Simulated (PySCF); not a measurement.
Isomers of C8H8.

All values: CAM-B3LYP/def2-SVPD (PySCF) at GFN2-xTB geometries, gas phase, one conformer each. Core orbitals are frozen in the response; Δα² is half the sum of the squared differences of the principal polarisabilities. Dipoles and anisotropies that the point group forbids are given as zero.

Problem. Rank by HOMO–LUMO gap, highest first.
A. bicyclo[2.2.2]octa-2,5,7-triene, `C1=CC2C=CC1C=C2`
B. `[CH:1]#[C:2][C:3](=[CH2:4])[C@@H:5]1[C@@H:6]2[CH2:7][C@H:8]12` with C2–C3–C5–C6 153°
C. `[CH:1]#[C:2][C:3]#[C:4][C:5](=[CH2:6])[CH2:7][CH3:8]` with C4–C5–C7–C8 -72°
D. `[CH:1]#[C:2][CH:3]=[C:4]=[C:5]=[CH:6][CH2:7][CH3:8]` with C5–C6–C7–C8 122°

Solution. B (8.55 eV), A (8.32 eV), C (7.54 eV), D (6.63 eV).

Problem. Rank by polarisability anisotropy Δα, highest first.
A. `[CH:1]#[C:2][CH:3]=[C:4]=[C:5]=[CH:6][CH2:7][CH3:8]` with C5–C6–C7–C8 122°
B. `[CH:1]#[C:2][C:3]#[C:4][C:5](=[CH2:6])[CH2:7][CH3:8]` with C4–C5–C7–C8 -72°
C. `[CH:1]#[C:2][C:3](=[CH2:4])[C@@H:5]1[C@@H:6]2[CH2:7][C@H:8]12` with C2–C3–C5–C6 153°
D. bicyclo[2.2.2]octa-2,5,7-triene, `C1=CC2C=CC1C=C2`
E. 1-cyclopropylpenta-1,3-diyne (`CC#CC#CC1CC1`)

Solution. A (19.56 Å³), E (16.41 Å³), B (14.57 Å³), C (5.24 Å³), D (2.54 Å³).

Problem. Rank by dipole moment, highest first.
A. 1-cyclopropylpenta-1,3-diyne, `CC#CC#CC1CC1`
B. bicyclo[2.2.2]octa-2,5,7-triene (`C1=CC2C=CC1C=C2`)
C. `[CH:1]#[C:2][CH:3]=[C:4]=[C:5]=[CH:6][CH2:7][CH3:8]` with C5–C6–C7–C8 122°
D. `[CH:1]#[C:2][C:3]#[C:4][C:5](=[CH2:6])[CH2:7][CH3:8]` with C4–C5–C7–C8 -72°

Solution. C (1.55 D), D (0.91 D), A (0.28 D), B (0.00 D).

All values together:

```json
{"SMILES": "C#CC(=C)[C@@H]1[C@@H]2C[C@@H]21", "μ (D)": "1.04", "HOMO (eV)": "-8.22", "LUMO (eV)": "0.33", "α (Å³)": "12.89", "Δα (Å³)": "5.24"}
{"SMILES": "C#CC=C=C=CCC", "μ (D)": "1.55", "HOMO (eV)": "-7.58", "LUMO (eV)": "-0.95", "α (Å³)": "17.36", "Δα (Å³)": "19.56"}
{"SMILES": "C1=CC2C=CC1C=C2", "μ (D)": "0.00", "HOMO (eV)": "-7.35", "LUMO (eV)": "0.97", "α (Å³)": "11.55", "Δα (Å³)": "2.54"}
{"SMILES": "CC#CC#CC1CC1", "μ (D)": "0.28", "HOMO (eV)": "-7.67", "LUMO (eV)": "0.89", "α (Å³)": "15.34", "Δα (Å³)": "16.41"}
{"SMILES": "C#CC#CC(=C)CC", "μ (D)": "0.91", "HOMO (eV)": "-7.97", "LUMO (eV)": "-0.43", "α (Å³)": "15.59", "Δα (Å³)": "14.57"}
```

Conformers: `[CH:1]#[C:2][C:3](=[CH2:4])[C@@H:5]1[C@@H:6]2[CH2:7][C@H:8]12` with C2–C3–C5–C6 153°; `[CH:1]#[C:2][CH:3]=[C:4]=[C:5]=[CH:6][CH2:7][CH3:8]` with C5–C6–C7–C8 122°; `[CH:1]#[C:2][C:3]#[C:4][C:5](=[CH2:6])[CH2:7][CH3:8]` with C4–C5–C7–C8 -72°.
